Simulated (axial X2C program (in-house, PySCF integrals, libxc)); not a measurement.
WH: from the spin-free to the two-component result

Computed with an in-house relativistic program for diatomic molecules. Spin-free means the one-electron spin-free X2C Hamiltonian; two-component (2c) means X2C with spin–orbit coupling and atomic mean-field two-electron Coulomb and Gaunt terms, so the difference of the two also holds small scalar two-electron terms. Basis: W dyall-cv3z [13s14p9d7f4g], H dyall-v3z [6s2p1d] (cores contracted in-house); Gaussian nuclei, density fitting, unrestricted open shells. Masses: W 183.951 u, H 1.008 u.

Spin-free state: M_S = 5/2, Λ = 0 (beyond evenly filled blocks: σα, π+α, π-α, δ+α, δ-α); fragments W + H.

```csv
level,Re (Å),ωe (cm⁻¹),μ (D)
PBE0,1.704,1939.5,-1.96
HF,1.750,1848.4,-2.41
MP2,1.709,1954.1,n/a
CCSD,1.722,1903.5,n/a
CCSD(T),1.721,1903.6,n/a
BP86,1.707,1915.0,-1.70
```

Correlated methods: 7 electrons correlated (number of frozen shells: W 5 s, 4 p, 2 d, 1 f; H none), 247 virtual spin orbitals or spinors in MP2, 79 natural virtuals in coupled cluster.

Dipoles are positive if H is the positive end.

Two-component determinant lowest at the distance of the search:

Ω = 5/2 (⟨Sz⟩ = 2.48, ⟨Lz⟩ = 0.02 at HF); fragments W + H.

| level | Re (Å) | ωe (cm⁻¹) | μ (D) |
| --- | --- | --- | --- |
| PBE0 | 1.703 | 1937.3 | -1.96 |
| HF | 1.749 | 1849.3 | -2.38 |
| MP2 | 1.708 | 1952.2 | n/a |
| CCSD | 1.721 | 1898.9 | n/a |
| CCSD(T) | 1.720 | 1898.9 | n/a |
| BP86 | 1.706 | 1911.8 | -1.70 |

Q: From the two tables, how do the constants change at the CCSD(T) level (2c against spin-free)?

A: At the CCSD(T) level Re drops by 0.001 Å and ωe falls by 4.7 cm⁻¹.

One determinant describes the state; a PBE0 search over occupations chose it and may have missed a lower one. De is not given where an atomic determinant may have missed its ground term or J level, or where the truncated virtual space spoils (T). Density functionals use the spin component along the axis (collinear). Coupled cluster ran in a truncated set of natural virtual spinors; the MP2 energy of the rest was added. (T) has no such correction and the atoms are truncated less, which lowers De at CCSD(T) by a hundredth of an eV or more. Without a current term, density functionals place determinants with orbital angular momentum somewhat too high. With several unpaired electrons one determinant need not be a pure state. This is the top spin component of a Σ state; components of lower Ω are not single determinants and can lie lower.
